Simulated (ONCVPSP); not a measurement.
**sulfur ONCV: all-electron and pseudo phase curves**

sulfur, optimised norm-conserving Vanderbilt (ONCV), made with ONCVPSP 4.0.1 (PBE, scalar-relativistic). Core [Ne], reference 3s2 3p3 (charge +1). Waves: 3s: rc 1.20 bohr, ncon 3, nbas 7, qcut 5.3 1/bohr, local; 3p: rc 1.20 bohr, ncon 4, nbas 8, qcut 7.3 1/bohr, 2 projectors, debl 3.1 Ha; d scattering state at 0.02 Ha: rc 1.35 bohr, ncon 3, nbas 8, qcut 8.1 1/bohr, 2 projectors, debl 3.3 Ha. Local part: the s channel. Core correction: Teter function, fcfact 4.75, rcfact 1.5.

The phase is arctan(r·R′/R) of the radial function R(r), unwrapped; energies in Ha, scanned from -3 to 5 Ha. A pole is an energy at which the radial function vanishes at the test radius. The pseudo phase is shifted by a multiple of π to meet the all-electron one at the reference energy, and phase errors are pseudo minus all-electron; the curves can meet again beyond the range given. Levels narrower than the energy grid can be missing from the lists of poles.

| channel | radius (bohr) | reference energy (Ha) | poles, all-electron | poles, pseudo | unbroken range about the reference energy with phases within 0.05 rad | phase error 1 Ha above the reference energy (rad) |
| --- | --- | --- | --- | --- | --- | --- |
| s | 1.22 | -1.02 | none | 4.19 | below 4.3 | -0.008 |
| p | 1.22 | -0.62 | none | none | the whole range | -0.001 |
| d | 1.37 | 0.02 | 3.10 | 3.10 | the whole range | +0.000 |

Note: ghosts flagged at negative energy: p at -13170.1 eV; GHOST(+) flags only above 600 eV. A true bound ghost makes a file unfit for plane-wave use.

Phases in the s channel:

```csv
E (Ha),all-electron,pseudo
-2.98,0.783,0.759
-2.54,0.619,0.598
-2.10,0.389,0.375
-1.66,0.085,0.079
-1.22,-0.261,-0.261
-0.78,-0.578,-0.579
-0.34,-0.824,-0.828
0.10,-1.001,-1.010
0.54,-1.128,-1.141
0.98,-1.221,-1.238
1.42,-1.292,-1.313
1.86,-1.348,-1.372
2.30,-1.393,-1.421
2.74,-1.431,-1.462
3.18,-1.463,-1.498
3.62,-1.490,-1.531
4.06,-1.515,-1.562
4.50,-1.538,-1.592
4.94,-1.559,-1.622
```
